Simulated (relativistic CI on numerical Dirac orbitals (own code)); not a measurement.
# Re3+: N6,7 absorption edge

Computed with this model: Dirac-Coulomb-Breit CI, orbitals from a KLI potential per configuration, a model potential for QED, valence Slater integrals scaled by 0.9, multiplet model of core-to-valence dipole absorption; configurations [Xe] 4f14 5d4 → [Xe] 4f13 5d5; 300 K; Lorentzian 0.18 eV and Gaussian 0.3 eV FWHM. Energies are those of the free ion, without screening or charge transfer. The branching ratio is the share of the lower-energy edge in the whole absorption, uncertain by about 0.02 where the edges overlap. S is read from ⟨S²⟩ = S(S + 1).

Field parameters in Wybourne normalisation: Td as Oh with Dq negative (B⁴₀ = 21Dq, B⁴₄ = √(5/14) B⁴₀). The field is a parameter set, without covalency.

free ion: ground-state S = 1.83, centroid 42.45 eV. Peaks (eV, height): 40.1 (29), 42.1 (100), 44.1 (31), 44.5 (33).

Td, 10Dq = -3100 cm⁻¹: ground-state S = 1.81, centroid 42.46 eV. Peaks (eV, height): 40.1 (30), 42.1 (100), 44.1 (32).

Strongest unbroadened transitions for Td, 10Dq = -3100 cm⁻¹:

```tsv
Energy (eV)	Relative strength
40.11	60.9
41.39	18.2
41.40	60.3
41.62	12.0
41.73	28.0
41.75	16.4
41.77	15.1
41.84	10.5
42.08	43.7
42.10	100.0
42.12	20.7
42.25	8.5
42.62	58.0
43.94	10.6
44.01	7.8
44.07	14.0
44.38	8.5
44.52	9.3
```
